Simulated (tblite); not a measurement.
C₅H₅NP (charge -1).
Cartesian coordinates in Å at the GFN2-xTB level; atoms count from 1:
```xyz
12
C5H5NP angstrom
P      2.527   -0.842    0.086
C      0.853   -0.333    0.035
C     -0.191   -1.273    0.202
C     -1.496   -0.864    0.161
N     -1.897    0.398   -0.031
C     -0.915    1.289   -0.190
C      0.424    0.999   -0.168
H      3.041    0.423   -0.122
H      0.057   -2.315    0.362
H     -2.306   -1.581    0.289
H     -1.253    2.313   -0.345
H      1.158    1.784   -0.305
```

Level: GFN2-xTB in tblite, geometry and Hessian alike; calculated harmonic values, unscaled, isolated species. This tight-binding method is rough: wavenumbers can miss measured ones by several per cent, in bad cases by 10 to 20. Modes of hydrogen on phosphorus can be 10 to 20 % off. One conformer, not necessarily the lowest.

Harmonic wavenumbers (cm⁻¹): 155.0, 264.4, 333.4, 397.7, 412.2, 439.8, 623.0, 659.6, 725.7, 766.2, 853.4, 896.8, 904.4, 905.0, 990.2, 1081.9, 1113.8, 1139.3, 1223.6, 1268.9, 1308.8, 1428.2, 1437.6, 1463.4, 1592.6, 2265.1, 2959.9, 2964.8, 3022.1, 3035.5.

A = 6003, B = 1589, C = 1256 MHz; mass 110.016 u (most abundant isotopes); point group Cs, symmetry number 1.

Q: What is the zero-point energy?

A: Half the sum of the wavenumbers: 18316 cm⁻¹ = 219.11 kJ/mol.

Q: What is S at 500 K and 1 bar for an ideal gas of classical rigid rotors and harmonic oscillators?

A: Translation 178.23, rotation 122.28, vibration 94.16: S = 394.7 J/(mol K).

Q: And Cp and H(500 K) − H(0)?

A: Cp = 157.74 J/(mol K), of which vibrations give 124.48 (their classical limit is 30 R = 249.4); H(500 K) − H(0) = 45.19 kJ/mol without the zero-point energy, 28.56 from vibrations.

Q: Which modes carry the vibrational entropy at 500 K?

A: 155.0 cm⁻¹: 15.10; 264.4 cm⁻¹: 10.78; 333.4 cm⁻¹: 8.97; 397.7 cm⁻¹: 7.63; 412.2 cm⁻¹: 7.37; 439.8 cm⁻¹: 6.89 J/(mol K); the other 24 give 37.42 together.

Q: How do the functions run with temperature in this model?

A: 
```tsv
T (K)	S (J/(mol K))	Cp (J/(mol K))	H − H(0) (kJ/mol)	G − H(0) (kJ/mol)	ln q(vib)
50	224.5	35.5	1.69	-9.54	0.01
100	251.9	45.7	3.69	-21.50	0.15
298.15	327.2	104.5	18.39	-79.17	1.86
373.15	353.1	126.5	27.07	-104.69	2.77
750	467.1	198.7	90.21	-260.13	7.95
1000	527.9	223.4	143.21	-384.74	11.36
```

q(vib) and H(0) count from the zero-point level.

Q: What must be added to the electronic energy to get the Gibbs energy at 500 K and 1 bar?

A: ZPE + [H(500 K) − H(0)] − T·S = 219.11 + 45.19 − 197.33 = 66.97 kJ/mol.

Hindered rotation and anharmonicity are outside this model. Other conformers, if any are populated, would add a mixing term that is left out.
